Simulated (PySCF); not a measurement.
C2H7NOSi2, SMILES CC1=N[SiH2]O[SiH2]1. Coordinates come from a PBE-D3(BJ)/def2-SVP optimisation. This is a generated structure with no PubChem entry under its InChIKey; it may be hypothetical.

Computed with PBE-D3(BJ)/def2-SVP in PySCF.

Harmonic wavenumbers (cm⁻¹): 120, 135, 188, 272, 336, 401, 441, 532, 593, 651, 662, 672, 678, 721, 766, 885, 915, 927, 957, 963, 973, 1141, 1314, 1377, 1390, 1614, 2159, 2165, 2191, 2192, 2957, 3036, 3081. Rotational constants (GHz): 3.579, 2.201, 1.422; symmetry number 1.

Work out the zero-point energy and the ideal-gas rigid-rotor harmonic-oscillator thermochemistry at 298.15 K and 1 atm.

ZPE = ½ Σ hcν = ½ × 37406 cm⁻¹ = 53.47 kcal/mol. H − E(el) = 58.83 kcal/mol. Entropy in cal/(mol K): translation 40.19, rotation 27.75, vibration 16.62, total 84.57. G − E(el) = 33.62 kcal/mol. Cp = 30.55 cal/(mol K). Modes under 150 cm⁻¹ make the vibrational entropy uncertain.
